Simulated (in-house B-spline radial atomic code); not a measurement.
Checks on a self-consistent run for Lu⁺, [Xe] 4f14 6s1 (9g9/2)1. Level of theory: Dirac-Hartree-Fock, average of the jj configuration, Fermi nucleus of rms radius 5.37 fm; calculated with a radial B-spline atomic code at the basis-set limit.

```tsv
orbital	q	ε (Eh)	<1/r>	<r²>	small-component weight
1s1/2	2	-2341.87828	82.1806	0.000512087	0.071139
2s1/2	2	-403.93241	19.8985	0.00785175	0.016029
2p1/2	2	-384.67429	19.8245	0.00565517	0.016045
2p3/2	4	-343.51360	16.949	0.00685923	0.01462
3s1/2	2	-94.12397	7.31213	0.0513294	0.0052464
3p1/2	2	-85.63292	7.21391	0.04744	0.005173
3p3/2	4	-76.70564	6.4791	0.0540542	0.0047746
3d3/2	4	-62.49544	6.34988	0.0423734	0.0046307
3d5/2	6	-60.56626	6.17293	0.0442019	0.0045172
4s1/2	2	-20.30048	3.03331	0.25862	0.0016668
4p1/2	2	-16.79993	2.91967	0.269652	0.0015782
4p3/2	4	-14.75126	2.67768	0.304739	0.0014402
4d3/2	4	-8.98711	2.44933	0.342148	0.0012441
4d5/2	6	-8.60433	2.38694	0.356578	0.0012026
4f5/2	6	-1.46315	1.8684	0.614566	0.00078787
4f7/2	8	-1.39902	1.8378	0.640633	0.00076761
5s1/2	2	-3.30688	1.11541	1.58836	0.00032251
5p1/2	2	-2.22112	0.99378	1.9758	0.00026213
5p3/2	4	-1.94897	0.909617	2.29407	0.00022588
6s1/2	1	-0.71065	0.39136	11.3451	4.5968e-05
9g9/2	1	-0.02471	0.0247636	3495.92	6.613e-07
```

Electron-electron repulsion V_ee = 5396.7713 hartree.

**Question.** What total energy follows from the eigenvalues?

**Answer.** The eigenvalues count the repulsion twice, so E = Σqε - V_ee = -9175.079 - 5396.771 = -14571.850 hartree; the run printed -14571.850.

**Question.** Does the Dirac virial theorem hold?

**Answer.** For a point nucleus E = -2c²Σq·w, with w the small-component weight. Here Σq·w = 0.3879 and c = 137.0360, so the ratio E/(-2c²Σq·w) is 1.000219; the finite nucleus accounts for the departure from 1.

**Question.** What diamagnetic shielding (Lamb formula) and susceptibility (Langevin formula) do the radii give?

**Answer.** σ = (α²/3)Σq<1/r> = 509.93/(3·137.036²) = 9051.5 ppm, and χ = -0.79199×10⁻⁶·Σq<r²> = -2803×10⁻⁶ cm³/mol with Σq<r²> = 3539.1 bohr². Both are non-relativistic formulas without the paramagnetism of open shells; for so heavy an element the full relativistic shielding is larger by tens of per cent.
